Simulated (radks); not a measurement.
Values are calculated unless marked as measured or tabulated.
Effect of the nuclear size on neutral calcium, [Ar] 4s2. Code: a radial shooting solver on a logarithmic mesh with Libxc functionals. Model: Dirac Kohn-Sham, PBE, spin-unpolarised, spherical densities, finite nucleus; Fermi nuclear charge, rms radius 3.4776 fm. The rms radius is varied about that value; shifts are against it.

rms radius (fm)  total energy shift (eV)  density at nucleus (e/bohr^3)  1s1/2 shift (meV)  2s1/2 shift (meV)
3.1194                          -0.00591                           6182              -2.49             -0.196
3.2724                          -0.00346                           6175              -1.46             -0.115
3.4776                                 0                           6165              0.000              0.000
3.6515                           0.00309                           6157               1.30              0.102
3.9366                           0.00848                           6146               3.57              0.281

Slopes of the eigenvalues against <r^2> in GHz/fm^2, as finite differences over the two radii next to the reference (eigenvalue slopes, not the field-shift constants of lines): 1s1/2 254, 2s1/2 20.0.
